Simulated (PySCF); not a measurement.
Ba³⁷⁺: ionisation energy

Ba³⁷⁺ [Ar] 3d1 (2D) → Ba³⁸⁺ [Ar] (1S), as a difference of total energies. Computed with PySCF 2.14 in an uncontracted even-tempered set (18 s from 6.2 bohr⁻², ratio 2.5; 12 p from 8.1 bohr⁻², ratio 2.5; 7 d from 8.1 bohr⁻², ratio 2.5; 4 f from 28 bohr⁻², ratio 2.7; 3 g from 43 bohr⁻², ratio 2.7), with scalar relativity by spin-free X2C-1e. Correlated levels: outer shells: [Ne] frozen; virtual orbitals above 40 to 60 times the deepest correlated orbital energy dropped. The calculations carry no spin-orbit coupling.

```json
{"method": "UHF", "ionisation energy (eV)": "2535.3"}
{"method": "LDA", "ionisation energy (eV)": "2536.2"}
{"method": "PBE", "ionisation energy (eV)": "2537.1"}
{"method": "PBE0", "ionisation energy (eV)": "2537.0"}
{"method": "r2SCAN", "ionisation energy (eV)": "2537.7"}
{"method": "B2PLYP", "ionisation energy (eV)": "2536.7"}
{"method": "M06-L", "ionisation energy (eV)": "2536.7"}
{"method": "MP2 (outer shells)", "ionisation energy (eV)": "2535.1"}
{"method": "SCS-MP2 (outer shells)", "ionisation energy (eV)": "2535.1"}
```

A first-order spin-orbit estimate (lowest level to lowest level, LS coupling) adds 12.059 eV.

Breit and QED terms and the two-electron picture change are absent.

First order in ζ underestimates the shift of j = l − 1/2 levels at high Z.

For comparison: 2547 ± 4 eV (theoretical estimate listed by NIST; NIST Atomic Spectra Database, ionization energies).
